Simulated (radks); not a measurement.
Q: The mean radii <r> (bohr) of the occupied orbitals of an atom or ion are listed with their occupations. Calculated with a radial shooting solver on a logarithmic mesh with Libxc functionals: scalar-relativistic Kohn-Sham, PBE, spin-polarised, spherical densities, finite nucleus; Fermi nuclear charge, rms radius of each element as measured or else 0.836 A^(1/3) + 0.57 fm.

orbital  occ.      <r>
1s          2  0.03707
2s          2   0.1626
2p          6   0.1417
3s          2   0.4585
3p          6   0.4621
3d         10   0.4525
4s          2    1.213
4p          6    1.369
5s          2    3.728
4d          2    2.298

Name the element and its charge.

A: Z = 40, zirconium, charge 0: Zr in [Kr] 4d(up 1, down 1) 5s2. The 1s radius gives Z: for a bare nucleus <r> = (2 gamma + 1)/(2Z) with gamma = sqrt(1 - (Z/c)^2), 0.03641 bohr for Z = 40, and screening makes it slightly larger (0.03707 here). The occupations add up to 40, and the charge is Z minus that.
